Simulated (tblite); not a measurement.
Compound: C5H3N2O (doublet state).
Numbering: `[C:1]#[C:2][C@H:3]([C:4]#[N:5])[C:6]([NH2:7])=[O:8]` (hydrogens: H9 on C3; H10, H11 on N7)

Cartesian coordinates in Å at the GFN2-xTB level; atoms count from 1:
```
atom  x, y, z in Å
C1    -0.5683    1.9706    1.8204
C2    -0.4990    1.3076    0.8252
C3    -0.6732    0.4446   -0.3473
C4    -1.5336   -0.6654   -0.0167
N5    -2.1880   -1.5568    0.2718
C6     0.6983   -0.1252   -0.8001
N7     1.4262   -0.6352    0.2021
O8     1.0165   -0.1071   -1.9603
H9    -1.1083    1.0163   -1.1751
H10    2.3228   -1.0455   -0.0034
H11    1.1122   -0.6013    1.1575
```

Calculated harmonic vibrations of the isolated species, GFN2-xTB (tblite), most abundant isotopes, no scaling. This tight-binding method is rough: wavenumbers can miss measured ones by several per cent, in bad cases by 10 to 20. One conformer, not necessarily the lowest. Open shells enter through the occupations alone, without spin polarisation, and single modes of such species can be off by tens of per cent.

Harmonic wavenumbers (cm⁻¹): 34.5, 112.5, 127.2, 137.1, 250.4, 291.1, 371.9, 406.1, 441.9, 522.0, 538.6, 559.2, 678.3, 827.8, 943.6, 1021.5, 1032.9, 1138.9, 1178.3, 1271.0, 1444.8, 1789.6, 2234.5, 2390.9, 2932.9, 3457.6, 3524.4.

A = 2576, B = 2006, C = 1428 MHz; mass 107.025 u (most abundant isotopes); point group C1, symmetry number 1; spin multiplicity 2.

Task: What is the zero-point energy?

Result: Half the sum of the wavenumbers: 14830 cm⁻¹ = 177.40 kJ/mol.

Task: What is S at 400 K and 1 bar for an ideal gas of classical rigid rotors and harmonic oscillators?

Result: Translation 173.24, rotation 121.52, vibration 128.08, spin (R ln 2) 5.76: S = 428.6 J/(mol K).

Task: And Cp and H(400 K) − H(0)?

Result: Cp = 148.07 J/(mol K), of which vibrations give 114.81 (their classical limit is 27 R = 224.5); H(400 K) − H(0) = 38.97 kJ/mol without the zero-point energy, 25.67 from vibrations.

Task: Blend soft modes into free rotors: weight 1/[1 + (100 cm⁻¹/ν̃)⁴] for the oscillator and the rest for a rotor with moment μB/(μ + B), μ = h/(8π²ν), B = 10⁻⁴⁴ kg m². What vibrational entropy results?

Result: 117.62 J/(mol K) in place of 128.08, which changes −T·S at 400 K by +4.18 kJ/mol.

Task: What must be added to the electronic energy to get the Gibbs energy at 400 K and 1 bar?

Result: ZPE + [H(400 K) − H(0)] − T·S = 177.40 + 38.97 − 171.44 = 44.93 kJ/mol.

Hindered rotation and anharmonicity are outside this model. Other conformers, if any are populated, would add a mixing term that is left out. The structure is chiral; the term R ln 2 for an equal mix with its mirror image is left out.
